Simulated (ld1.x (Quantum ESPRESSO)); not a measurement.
## Logarithmic derivatives: titanium, TM

- Element: titanium
- Generator: ld1.x (Quantum ESPRESSO) 7.5
- Type: norm-conserving Troullier–Martins (Kleinman–Bylander form)
- Functional: revPBE
- Relativity: scalar-relativistic
- Frozen core: [Ne] 3s2
- Valence charge: 10
- Reference configuration: 3p6 3d2 4s1.5 4p0 (charge +0.5)
- Partial waves: 3p (bound): rc 1.80 bohr; 3d (bound): rc 1.45 bohr; 4s (bound): rc 2.55 bohr
- Local potential: the s channel
- Core correction: none

The phase is arctan(r·u′/u) with u = r·R(r), unwrapped; energies in Ry, scanned from -5 to 5 Ry. A pole is an energy at which the radial function vanishes at the test radius. The pseudo phase is shifted by a multiple of π to meet the all-electron one at the reference energy, and phase errors are pseudo minus all-electron; the curves can meet again beyond the range given. Levels narrower than the energy grid can be missing from the lists of poles.

Problem. For each channel, where are the poles, and over which energies does the pseudopotential scatter like the atom?

Solution.

```csv
channel,radius (bohr),reference energy (Ry),"poles, all-electron","poles, pseudo",unbroken range about the reference energy with phases within 0.05 rad,phase error 1 Ry above the reference energy (rad)
s,2.76,-0.53,"-4.84, 1.65",1.40,-4.8 to 1.9,-0.016
p,2.76,-3.11,"-3.07, 2.52","-3.07, 4.36",below -1.2,+0.014
d,2.76,-0.56,"-0.34, 3.87",-0.32,below 0.2,+0.079
```

Phases in the d channel:

| E (Ry) | all-electron | pseudo |
| --- | --- | --- |
| -5.00 | 1.405 | 1.406 |
| -4.48 | 1.396 | 1.397 |
| -3.96 | 1.384 | 1.385 |
| -3.44 | 1.369 | 1.371 |
| -2.92 | 1.350 | 1.353 |
| -2.40 | 1.323 | 1.328 |
| -1.88 | 1.283 | 1.290 |
| -1.36 | 1.203 | 1.215 |
| -0.84 | 0.846 | 0.873 |
| -0.32 | -1.587 | -1.571 |
| 0.20 | -1.851 | -1.801 |
| 0.72 | -2.076 | -1.935 |
| 1.24 | -2.667 | -2.136 |
| 1.76 | -3.910 | -2.604 |
| 2.28 | -4.394 | -3.580 |
| 2.80 | -4.562 | -4.185 |
| 3.32 | -4.650 | -4.417 |
| 3.84 | -4.710 | -4.530 |
| 4.36 | -4.759 | -4.597 |
| 4.88 | -4.809 | -4.643 |
